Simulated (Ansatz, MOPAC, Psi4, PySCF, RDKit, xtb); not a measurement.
Two geometries of SMILES Cc1ccc(cc1)B(O)O (C7H9BO2), relaxed at B3LYP-D3(BJ)/def2-SVP with one dihedral held; other torsions can differ between them too.

Structure A

```
19

C     -3.1553     0.2848    -0.0888
C     -1.6568     0.1612     0.0130
C     -0.8457     1.2812     0.2457
C      0.5401     1.1501     0.3468
C      1.1752    -0.0976     0.2210
B      2.7303    -0.2761     0.3453
O      3.2969    -1.4568    -0.0576
O      3.5603     0.7379     0.7383
C      0.3519    -1.2150    -0.0185
C     -1.0318    -1.0902    -0.1194
H     -3.5297    -0.1634    -1.0236
H     -3.6536    -0.2431     0.7419
H     -3.4788     1.3355    -0.0613
H     -1.3075     2.2675     0.3439
H      1.1328     2.0564     0.5145
H      4.0049    -1.7670     0.5194
H      3.0884     1.5174     1.0538
H      0.8197    -2.1961    -0.1291
H     -1.6446    -1.9770    -0.3062
```

Structure B

```
19

C     -3.1486     0.3066    -0.0727
C     -1.6489     0.1856     0.0152
C     -0.8370     1.3073     0.2338
C      0.5502     1.1778     0.3230
C      1.1846    -0.0694     0.1972
B      2.7406    -0.2371     0.3024
O      3.2992    -1.4193    -0.0864
O      3.5786     0.7590     0.7291
C      0.3610    -1.1894    -0.0290
C     -1.0236    -1.0660    -0.1162
H     -3.5311    -0.1422    -1.0040
H     -3.6384    -0.2220     0.7626
H     -3.4736     1.3567    -0.0424
H     -1.2986     2.2937     0.3314
H      1.1443     2.0850     0.4814
H      4.2179    -1.4967     0.2025
H      3.1150     1.5413     1.0486
H      0.8266    -2.1717    -0.1379
H     -1.6374    -1.9547    -0.2911
```

### Question
Which is lower in energy at the level Ansatz (a program for electronic structure) with CCSD(T) on RHF/cc-pVDZ, frozen core // B3LYP-D3(BJ)/def2-SVP, and by how much?

### Answer
B is lower, by 17.89 kJ/mol (dihedral O8–B6–O7–H16: 45° in A, 15° in B).

E(B) − E(A) in kJ/mol at the other levels, on the same two geometries: B3LYP/def2-TZVP // B3LYP-D3(BJ)/def2-SVP (Psi4) -16.31; B3LYP-D3(BJ)/def2-TZVP // B3LYP-D3(BJ)/def2-SVP (Psi4) -16.24; PBE/def2-TZVP // B3LYP-D3(BJ)/def2-SVP (Psi4) -16.23; PBE-D3(BJ)/def2-TZVP // B3LYP-D3(BJ)/def2-SVP (Psi4) -16.18; wB97X-D/def2-TZVP // B3LYP-D3(BJ)/def2-SVP (Psi4) -16.26; RHF/cc-pVDZ // B3LYP-D3(BJ)/def2-SVP (Ansatz) -17.20; MP2 on RHF/cc-pVDZ, frozen core // B3LYP-D3(BJ)/def2-SVP (Ansatz) -18.01; CCSD on RHF/cc-pVDZ, frozen core // B3LYP-D3(BJ)/def2-SVP (Ansatz) -17.97; RHF/cc-pVTZ // B3LYP-D3(BJ)/def2-SVP (Ansatz) -16.25; MP2 on RHF/cc-pVTZ, frozen core // B3LYP-D3(BJ)/def2-SVP (Ansatz) -16.72; UFF // B3LYP-D3(BJ)/def2-SVP (RDKit) 17.33; AM1, restricted, heats of formation // B3LYP-D3(BJ)/def2-SVP (MOPAC) -20.58; PM7, restricted, heats of formation // B3LYP-D3(BJ)/def2-SVP (MOPAC) -14.57; GFN1-xTB // B3LYP-D3(BJ)/def2-SVP (xtb) -17.14; restricted B3LYP/6-31G*, spherical d, density fitting // B3LYP-D3(BJ)/def2-SVP (PySCF) -17.68; restricted Hartree-Fock/STO-3G // B3LYP-D3(BJ)/def2-SVP (PySCF) -24.89; restricted LDA (SVWN5)/6-31G*, spherical d, density fitting // B3LYP-D3(BJ)/def2-SVP (PySCF) -17.86; restricted B3LYP/3-21G, density fitting // B3LYP-D3(BJ)/def2-SVP (PySCF) -17.85.
